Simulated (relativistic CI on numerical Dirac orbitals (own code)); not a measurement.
Er3+: 4d photoemission

Computed with this model: Dirac-Coulomb-Breit CI, orbitals from a KLI potential per configuration, model QED, valence Slater integrals scaled by 0.9, multiplet model of photoemission in the sudden approximation; configurations [Xe] 4f11 → [Kr] 4d9 4f11 5s2 5p6; 300 K; Lorentzian 1 eV and Gaussian 0.6 eV FWHM. Energies are those of the free ion, without screening or charge transfer. The energies are binding energies and can lie tens of eV above those of solids. S is read from ⟨S²⟩ = S(S + 1).

free ion: ground-state S = 1.48, centroid 215.65 eV. Peaks (eV, height): 203.0 (100), 205.4 (93), 209.2 (49), 211.8 (25), 214.0 (52), 217.0 (40), 220.2 (49), 222.2 (51), 224.4 (46), 228.6 (26), 233.2 (40), 236.2 (44).

Strongest unbroadened transitions for free ion:

| Energy (eV) | Relative strength |
| --- | --- |
| 203.04 | 100.0 |
| 204.29 | 36.0 |
| 205.32 | 18.9 |
| 205.37 | 56.2 |
| 206.58 | 11.8 |
| 209.42 | 19.7 |
| 213.75 | 25.2 |
| 214.25 | 29.6 |
| 216.94 | 23.2 |
| 217.95 | 15.3 |
| 219.66 | 9.8 |
| 220.10 | 12.7 |
| 220.40 | 27.6 |
| 222.17 | 38.9 |
| 224.57 | 40.1 |
| 228.63 | 24.8 |
| 233.09 | 38.5 |
| 236.18 | 46.4 |
